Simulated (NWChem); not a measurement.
System: SnBr cation, singlet; SMILES [Br][Sn+]

The following NWChem deck was run.

```
start job
memory heap 200 mb stack 900 mb global 1100 mb
charge 1
geometry units angstroms noautoz
  Sn     0.000000     0.000000    -0.993741
  Br     0.000000     0.000000     1.431645
end
basis spherical
  * library def2-svp
end
ecp
  Sn library def2-ecp
end
dft
  xc xpbe96 cpbe96
  iterations 150
  mulliken
end
task dft energy
```

Low-valent species are run as closed-shell singlets; no triplet was tried in these runs. Geometry: optimised at PBE0/def2-SVP. def2 effective core potentials on Sn; no spin-orbit coupling.

### Question
Predict the main results of this run. (PBE/def2-SVP with def2 effective core potentials on Sn.) Quantities: energy (Ha); highest occupied level (eV); orbital gap (eV).

### Answer
```yaml
energy (Ha): -2787.54
highest occupied level (eV): -13.27
orbital gap (eV): 3.61
```
